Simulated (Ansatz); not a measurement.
Input file for Ansatz (a first-principles code): R-r2SCAN/def2-TZVPPD on AsH3 (SMILES [AsH3]) with ghost functions, monomers drawn apart or pushed together. Files ending in .json are basis or fitting sets from the Basis Set Exchange.

Ansatz 0.2 input:
```yaml
crystal:
  periodic: [false, false, false]
  atoms:
    - {symbol: As, position_ang: [-0.09349047, 0.05961392, 0.40917591]}
    - {symbol: H, position_ang: [-0.22659116, 0.08116487, -1.11311202]}
    - {symbol: H, position_ang: [-0.25723942, -1.45187726, 0.46913624]}
    - {symbol: H, position_ang: [1.42486738, -0.04103526, 0.33434219]}
basis:
  gaussian:
    orbitals: def2-TZVPPD.json
    ghost_atoms:
      - {symbol: O, position_ang: [0.84342508, -0.85269673, 3.90517309]}
      - {symbol: Si, position_ang: [-0.16512588, 0.13930494, 4.76732899]}
      - {symbol: H, position_ang: [1.78684006, -0.80420059, 4.07657652]}
      - {symbol: H, position_ang: [-0.02892540, -0.10294463, 6.22548727]}
      - {symbol: H, position_ang: [-1.53152318, -0.19469724, 4.32485167]}
      - {symbol: H, position_ang: [0.12258740, 1.57033091, 4.50761904]}
hamiltonian:
  xc: {name: r2SCAN}
scf: {lower_state_search: off}
```

The head of its log:

```
Functional definition: r2SCAN
[...]
these checks for a lower state are left out or cut short: stability, starts, cluster_reference, orbital_swaps, neighbouring_geometries, increment
integrals: 0.20 GiB planned
1276 factors; their error is unknown
mean field: 1.28 GiB planned
mean field evaluation 1: about -60889.2107 eV, gradient 1.3e1 eV
mean field evaluation 2: about -60889.4629 eV, gradient 8.0e0 eV
```

Question: Predict the final total energy.

Answer: -2237.6504 hartree.
